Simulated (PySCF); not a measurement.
**Carbon: a sound run and one with changed settings**

Sound run: C⁺ [He] 2s2 2p1, C²⁺ [He] 2s2. Calculation: PySCF 2.14, in jorge-DZP-DKH (4s2p1d, 15 functions); scalar relativity by spin-free X2C-1e. The sound run starts from symmetry-adapted Hartree-Fock orbitals and uses a fine grid where one is needed.

Changed run: radial step 0.5 in ln r (0.13 in the sound run). This setting is unsound on purpose.

```tsv
species	method	sound run (hartree)	changed run (hartree)	converged
C⁺	UHF	-37.30641	-37.30641	yes
C⁺	PBE	-37.38322	-37.38552	yes
C⁺	PBE0	-37.39355	-37.39531	yes
C²⁺	UHF	-36.41866	-36.41866	yes
C²⁺	PBE	-36.47096	-36.47343	yes
C²⁺	PBE0	-36.48173	-36.48381	yes
```

Ionisation energy of C⁺:

| method | sound run (eV) | changed run (eV) |
| --- | --- | --- |
| UHF | 24.157 | 24.157 |
| PBE | 24.824 | 24.819 |
| PBE0 | 24.812 | 24.803 |

A coarse radial grid mis-integrates the density and the exchange-correlation energy, with errors of either sign; Hartree-Fock needs no grid.

For comparison, NIST gives 24.383 eV between the lowest levels.
